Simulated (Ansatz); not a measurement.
Consider the ligand exchange at a Y–Cl bond: `C[O][Y]([NH2])[Cl]` + CH₃OH → `C[O][Y]([NH2])[O]C` + HCl.

Computed with Ansatz on PBE0-D4/def2-TZVP structures; ΔE is electronic, products minus reactants. CCSD(T)/CBS adds triple-zeta CCSD(T) − MP2 to the extrapolated MP2 energy (def2 sets, frozen cores). This one scheme is used for every species. DFT in def2-TZVPP. def2 core potentials past Kr. For Y outer-core shells are correlated without core-valence functions, which leaves a few kJ/mol of doubt a bond. Each species was taken in one conformer, which may not be the lowest.

```
             species  PBE0-D4 energy (Eh)
`C[O][Y]([NH2])[Cl]`           -669.53579
               CH₃OH           -115.64111
`C[O][Y]([NH2])[O]C`           -324.48490
                 HCl           -460.66564
```

Work out ΔE.

ΔE = (-324.48490) + (-460.66564) − (-669.53579) − (-115.64111) = 0.02636 Eh = +16.5 kcal/mol. CCSD(T)/CBS gives +15.6 kcal/mol.

Largest T1 diagnostic among the species: 0.014.

In def2-TZVPP, CCSD(T) changes the Hartree–Fock value by −5.9 kcal/mol (the triples alone add −0.6 kcal/mol) and MP2 by −5.9 kcal/mol. From PBE to PBE0 (25 % exact exchange), in def2-TZVPP and without D4, ΔE moves by +1.9 kcal/mol.
